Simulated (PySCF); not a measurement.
ZnH₂, SMILES [ZnH2].

Geometry: PBE-D3(BJ)/def2-TZVPD. The isomer is the one that the SMILES or the coordinates give; other isomers of the formula were not compared.

Two levels are set side by side: TDDFT-PBE/def2-TZVPD (PySCF) and TDDFT-M06-2X/def2-TZVPD (PySCF). Vertical, same geometry. The lowest singlet is HOMO→LUMO+1 100 % with PBE and HOMO→LUMO+1 92 % with the other functional; states are paired by order. Differences are taken from unrounded values.

| quantity | TDDFT-PBE |
|---|---|
| lowest singlet excitation (eV) | 5.55 |
| lowest triplet excitation (TDA) (eV) | 5.16 |
| first bright state (f over 0.05) (eV) | 7.63 |
| its oscillator strength | 0.27 |

Problem. These are the TDDFT-PBE values. What does TDDFT-M06-2X give? (Estimate from the structure and the level; the computed values follow.)

Solution. 
| quantity | TDDFT-M06-2X | TDDFT-PBE minus TDDFT-M06-2X |
|---|---|---|
| lowest singlet excitation (eV) | 5.71 | -0.16 |
| lowest triplet excitation (TDA) (eV) | 5.32 | -0.16 |
| first bright state (f over 0.05) (eV) | 8.23 | -0.59 |
| its oscillator strength | 0.36 | -0.09 |

Rough cost on one machine, each run with all the roots and properties that it gave: TDDFT-M06-2X against TDDFT-PBE about 7 times.
